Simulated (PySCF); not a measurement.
BBrH4N2, SMILES NB(N)Br.

The structure is a stationary point at PBE0-D3(BJ)/def2-SVP. The structure was generated by enumeration, and PubChem lists no compound with its InChIKey, so it may never have been made. The values are those of a single conformer.

Level of theory: PySCF with B3LYP/def2-TZVP.

Symmetry labels are those of the subgroup C2v that the program uses (full group C2v).

Question: List the valence orbital energies around the gap with their symmetry. (The exact figures need the calculation; the answer reports its results.)

Answer: 
```json
[
 {"orbital": "HOMO−7", "symmetry": "A1", "energy (eV)": "-14.18"},
 {"orbital": "HOMO−6", "symmetry": "B2", "energy (eV)": "-13.86"},
 {"orbital": "HOMO−5", "symmetry": "B2", "energy (eV)": "-12.31"},
 {"orbital": "HOMO−4", "symmetry": "A1", "energy (eV)": "-9.76"},
 {"orbital": "HOMO−3", "symmetry": "B1", "energy (eV)": "-9.50"},
 {"orbital": "HOMO−2", "symmetry": "B2", "energy (eV)": "-7.66"},
 {"orbital": "HOMO−1", "symmetry": "B1", "energy (eV)": "-7.49"},
 {"orbital": "HOMO", "symmetry": "A2", "energy (eV)": "-7.17"},
 {"orbital": "LUMO", "symmetry": "A1", "energy (eV)": "0.30"},
 {"orbital": "LUMO+1", "symmetry": "A1", "energy (eV)": "1.36"},
 {"orbital": "LUMO+2", "symmetry": "B2", "energy (eV)": "1.40"},
 {"orbital": "LUMO+3", "symmetry": "B1", "energy (eV)": "1.54"}
]
```
